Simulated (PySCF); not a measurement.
C3H8As, multiplicity 2. Atoms are numbered in the order given.

```xyz
12

C     -1.6517    -0.0089     1.2862
C     -0.9034     0.1385     0.0000
C     -1.6517    -0.0089    -1.2862
As     1.0269    -0.0701     0.0000
H     -1.9974    -1.0588     1.4607
H     -2.5746     0.6147     1.2783
H     -1.0526     0.2846     2.1721
H     -2.5746     0.6147    -1.2783
H     -1.9974    -1.0588    -1.4607
H     -1.0526     0.2846    -2.1721
H      1.3016     0.9541    -1.1226
H      1.3016     0.9541     1.1226
```
Charge 0, spin multiplicity 2.

Geometry: PBE-D3(BJ)/def2-SVP. The isomer is the one that the SMILES or the coordinates give; other isomers of the formula were not compared.

Computed with PySCF with PBE-D3(BJ)/def2-SVP.

Frequencies are harmonic and unscaled.

```csv
mode,ν (cm⁻¹),IR (km/mol),moving atoms (share of kinetic energy)
1,98,0.7,H 91 %
2,103,0.8,H 91 %
3,121,0.2,H 94 %
4,237,2.3,"C 61 %, H 36 %"
5,250,0.0,"C 58 %, H 36 %"
6,291,1.6,"C 48 %, H 31 %, As 21 %"
7,508,0.9,"C 62 %, H 26 %, As 12 %"
8,687,13.1,H 92 %
9,737,6.3,H 94 %
10,900,0.7,"H 81 %, C 19 %"
11,918,8.6,"H 85 %, C 15 %"
12,925,11.4,"H 57 %, C 42 %"
13,934,0.0,"H 75 %, C 25 %"
14,974,1.4,"H 65 %, C 35 %"
15,1159,21.7,"C 64 %, H 36 %"
16,1229,0.0,"C 74 %, H 26 %"
17,1324,2.0,"H 70 %, C 30 %"
18,1335,0.6,"H 82 %, C 18 %"
19,1385,0.8,H 94 %
20,1390,6.9,H 96 %
21,1397,12.2,H 96 %
22,1411,2.5,H 93 %
23,2078,127.0,H 99 %
24,2105,116.8,H 99 %
25,2887,26.9,H 96 %
26,2892,57.3,H 95 %
27,2966,42.3,H 92 %
28,2968,3.4,H 92 %
29,3043,13.7,"H 91 %, C 9 %"
30,3043,12.8,"H 91 %, C 9 %"
```
